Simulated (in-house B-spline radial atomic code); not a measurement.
The numbers below are computed, except where a source is named.
# Building a PAW p channel for P, r_c = 2.19 bohr

P, [Ne] 3s2 3p3, non-relativistic PBE, spherical and spin-unpolarised, from an all-electron radial atomic-structure program (B-spline basis) (atomic units; all potentials screened as in the neutral atom).

Two all-electron partial waves φ1, φ2 are integrated outwards at E1 = ε(3p) = -0.202766 and E2 = E1 + 1.5 hartree; φ1 is the bound orbital and φ2 has unit norm inside r_c = 2.1933 bohr. Smooth partners are polynomials, r^2(a0 + a1 r² + a2 r⁴ + a3 r⁶), matched to φ and three derivatives at r_c, with no condition on the norm. The local potential is -3.75514 + (1.67051) r² + (-0.328447) r⁴ + (0.0245402) r⁶ inside 1.7957 bohr and the all-electron one outside.

```tsv
wave	φ(r_c)	φ'(r_c)	a0	a1	a2	a3
1	0.6514512	-0.1455853	0.5482966	-0.1575833	0.01927747	-0.0009065633
2	0.5865937	2.054535	-1.539608	0.7438165	-0.1088117	0.00540273
```

Inside r_c the overlaps are <φi φj> = [[0.50085, -0.47461], [-0.47461, 1.00000]] and, for the smooth waves, [[0.49253, -0.41554], [-0.41554, 0.80271]]. With χj = (Ej − T − V_local) applied to smooth wave j, the program's quadrature gives the matrix B_ij = <smooth i, χj> as [[0.09600, -0.13142], [-0.22002, 0.49971]].

Question: Check the match of the first wave, and find the augmentation charges q_ij.

Answer: At r_c the four terms are 2.63762, -3.64672, 2.14604, -0.48549, which sum to 0.6514, φ1(r_c) to rounding. q_ij is the all-electron overlap less the smooth one: [[0.00832, -0.05907], [-0.05907, 0.19729]]. The smooth first wave has a norm of 0.4925 inside r_c against 0.5009, and q11 > 0 puts back the missing charge.

Question: B isn't symmetric. Show that D_ij = B_ij + Ej q_ij is.

Answer: Integrating by parts gives B12 − B21 = (E1 − E2) q12: -0.13142 − (-0.22002) = 0.08860, and −1.5 × (-0.05907) = 0.08860. So D12 = -0.13142 + (1.297234)(-0.05907) = -0.20805 and D21 = -0.22002 + (-0.202766)(-0.05907) = -0.20805; D11 = 0.09431, D22 = 0.75564. The projectors, p = (B⁻¹)ᵀ χ, are dual to the smooth waves; det B = 0.019.

Solving (T + V_local + Σ p D p) ψ = E (1 + Σ p q p) ψ in a sphere of 9 bohr, whose wall lifts the free-atom level a little, gives these levels:

```json
{"all-electron": "-0.202632", "one projector": "-0.202632", "two projectors": "-0.202632"}
{"all-electron": "0.094220", "one projector": "0.094022", "two projectors": "0.094214"}
{"all-electron": "0.407175", "one projector": "0.405608", "two projectors": "0.407148"}
{"all-electron": "0.868033", "one projector": "0.861114", "two projectors": "0.868006"}
{"all-electron": "1.469780", "one projector": "1.448050", "two projectors": "1.469770"}
```

Question: What does the second projector gain?

Answer: With one projector the errors are 0.00, -0.20, -1.57, -6.92, -21.73 millihartree. With two the errors are 0.00, -0.01, -0.03, -0.03, -0.01 millihartree. The scattering is exact at E1 and at E2 = 1.297, and over all levels compared the largest error is 0.027 millihartree. The lowest eigenvalue of the overlap operator is 1 with one and 0.9335 with two projectors. The smooth orbital alone needs a cutoff of 4.26 hartree for 1 millihartree of kinetic energy, against 4.5 for a norm-conserving Troullier-Martins orbital of the same radius.
